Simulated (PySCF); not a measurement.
## Strontium: highly charged ions in a basis for the neutral atom

Sr⁵⁺ [Ar] 3d10 4s2 4p3, Sr⁶⁺ [Ar] 3d10 4s2 4p2. All numbers are calculated (PySCF 2.14, scalar relativity by spin-free X2C-1e, in cc-pVDZ-X2C). No spin-orbit coupling, so a gap to NIST mixes the basis error with missing relativistic terms.

Changed run: basis of the neutral atom used for a highly charged ion. This setting is unsound on purpose.

| species | method | sound run (hartree) | changed run (hartree) | converged |
| --- | --- | --- | --- | --- |
| Sr⁵⁺ | UHF | not run | -3170.56369 | yes |
| Sr⁵⁺ | TPSS | not run | -3172.16298 | yes |
| Sr⁵⁺ | M06-L | not run | -3172.21548 | yes |
| Sr⁶⁺ | UHF | not run | -3167.25651 | yes |
| Sr⁶⁺ | TPSS | not run | -3168.83242 | yes |
| Sr⁶⁺ | M06-L | not run | -3168.89314 | yes |

Ionisation energy of Sr⁵⁺:

| method | changed run (eV) | NIST (eV) |
| --- | --- | --- |
| UHF | 89.993 | 88 ± 2 |
| TPSS | 90.629 | 88 ± 2 |
| M06-L | 90.406 | 88 ± 2 |

The contracted functions were made for the neutral atom and can be too rigid for a highly charged ion.
